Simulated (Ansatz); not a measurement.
`[SiH3]NP` and `P[NH][ZnH]` differ in one atom or group.

Ansatz, PBE0-D4/def2-TZVP geometries, multiplicity 1. Each molecule was computed in one conformer, which needn't be the lowest.

Scalar relativity is left out up to krypton.

```
                             property  `[SiH3]NP`
    LUMO energy (PBE/def2-TZVPP) / eV       -1.08
LUMO energy (ωB97M-V/def2-TZVPP) / eV        1.50
   HOMO energy (PBE0/def2-TZVPP) / eV       -7.37
  HOMO energy (B3LYP/def2-TZVPP) / eV       -7.17
HOMO energy (ωB97M-V/def2-TZVPP) / eV       -9.57
  LUMO energy (B3LYP/def2-TZVPP) / eV       -0.42
```

Task: Give the same properties after the change, and the shifts. (An estimate is asked.)

Result: Ansatz gave: 
| property | `P[NH][ZnH]` | shift |
| --- | --- | --- |
| LUMO energy (PBE/def2-TZVPP) / eV | -1.29 | -0.21 |
| LUMO energy (ωB97M-V/def2-TZVPP) / eV | 0.78 | -0.72 |
| HOMO energy (PBE0/def2-TZVPP) / eV | -6.74 | 0.63 |
| HOMO energy (B3LYP/def2-TZVPP) / eV | -6.56 | 0.61 |
| HOMO energy (ωB97M-V/def2-TZVPP) / eV | -8.90 | 0.67 |
| LUMO energy (B3LYP/def2-TZVPP) / eV | -0.83 | -0.41 |

With PBE0 the HOMO rises by 0.63 eV and the LUMO falls by 0.36 eV, so the gap narrows by about 0.99 eV. PBE moves the HOMO by 0.55 eV and ωB97M-V by 0.67 eV. The zero-point energy changes by -50.2 kJ/mol with -6 modes.

B3LYP here is the variant with VWN-RPA as its local correlation; programs differ in this.
